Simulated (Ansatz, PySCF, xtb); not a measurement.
Gas-phase reaction R1 + 2 R2 → P1 + P2, each structure at its B3LYP-D3(BJ)/def2-TZVP stationary point, reached from a drawn start (curvature not checked).
P1, H3InO3 (SMILES [OH][In]([OH])[OH]) (charge 0, multiplicity 1):
```xyz
7

In     0.0005     0.0005    -0.0001
O      1.9803     0.0404     0.1790
H      2.3468    -0.8413     0.3119
O     -1.0084     1.6904    -0.2822
H     -0.4249     2.4569    -0.3141
O     -0.9713    -1.7311     0.1034
H     -1.9230    -1.6159     0.0022
```
R1: HInO (SMILES [OH][In]), charge 0, multiplicity 1.
P2: H2 (SMILES [H][H]), charge 0, multiplicity 1.
R2: H2O (SMILES O), charge 0, multiplicity 1.

```tsv
level	reaction energy (kcal/mol)
GFN1-xTB	57.81
GFN2-xTB	31.63
HF/def2-QZVPP	17.04
revPBE-D4/def2-TZVPP	12.26
B97M-V/def2-TZVPP	9.56
B3LYP/def2-TZVPP	16.93
B3LYP-D3(BJ)/def2-TZVPP	15.05
PBE0/def2-TZVPP	13.97
PBE0-D3(BJ)/def2-TZVPP	13.04
BHLYP-D3(BJ)/def2-TZVPP	14.68
CAM-B3LYP-D4/def2-TZVPP	11.73
wB97M-V/def2-TZVPP	10.22
B2PLYP/def2-TZVPP	9.67
B2PLYP-D3(BJ)/def2-TZVPP	8.65
MP2/def2-SVP	2.23
MP2/def2-TZVPP	-0.78
MP2/CBS(def2-TZVPP, def2-QZVPP)	-0.53
SCS-MP2/def2-SVP	4.40
CCSD/def2-SVP	10.39
CCSD(T)/CBS(def2-TZVPP, def2-QZVPP)	4.04
```

P less R. No zero-point or thermal terms; no spin–orbit coupling. One arrangement of each flexible species, with no search for the lowest.

Cores are frozen in the correlated methods. In cc and def2 sets filled d and f shells under p-block atoms count as core. CBS(a, b) extrapolates the correlation energy as X⁻³ and adds the Hartree–Fock energy of set b.

The values were computed with Ansatz (Gaussian basis) for Hartree–Fock, density functionals and correlated methods; PySCF for the D3/D4 terms; xtb for the GFN methods. No computed number here is a measurement. Elements past Kr take the def2 small-core potentials, without spin–orbit coupling.

Ansatz is a first-principles code.
